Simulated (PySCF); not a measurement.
NICS in isomers of C7H9NO.

NICS = −σ at a ghost point: NICS(0) at the centroid of the ring atoms, NICS(1) 1 Å to either side along the normal of their mean plane, zz for the tensor component along that normal. Level: GIAO PBE0/pcSseg-1 (PySCF, non-relativistic, gas phase) on the GFN2-xTB geometries, one conformer each. Atom numbers follow the mapped SMILES.

Question: Order these rings by mean NICS(1)zz, lowest (most negative) first (ppm).
A. ring C3–C4–C5–C6–N7–C9 in `[CH3:1][CH2:2][c:3]1[cH:4][cH:5][cH:6][n+:7]([O-:8])[cH:9]1`
B. ring C2–C3–C4–C8 in `[CH2:1]=[C:2]1[CH2:3][C@@H:4]([NH:5][CH:6]=[O:7])[C:8]1=[CH2:9]`
C. ring C3–C4–C5–C6–C7–C9 in `[CH3:1][NH:2][c:3]1[cH:4][cH:5][cH:6][c:7]([OH:8])[cH:9]1`

Answer: C (-22.8), A (-20.7), B (1.4).

| SMILES | ring | NICS(0) | NICS(1) | NICS(1)zz | HOMA | rms pucker (Å) | ring atoms with four or more neighbours |
| --- | --- | --- | --- | --- | --- | --- | --- |
| CNc1cccc(O)c1 | 6-membered carbocycle; formal bonds all aromatic | -8.9 | -9.8 | -22.8 | 0.99 | 0.00 | 0 |
| CCc1ccc[n+]([O-])c1 | 6-membered ring with N; formal bonds all aromatic | -6.6 | -8.5 | -20.7 | 0.98 | 0.00 | 0 |
| C=C1C[C@@H](NC=O)C1=C | 4-membered carbocycle; formal bonds all single | 4.0 | -1.6 | 1.4 | – | 0.02 | 2 |

NICS(0) gives the same order. The isotropic NICS(1) gives the same order. HOMA uses Krygowski's 1993 parameters; it is left out where a ring has a four-coordinate atom, a triple bond, no multiple bond or a kind of bond without parameters. NICS(1) and NICS(1)zz are means over the two faces.
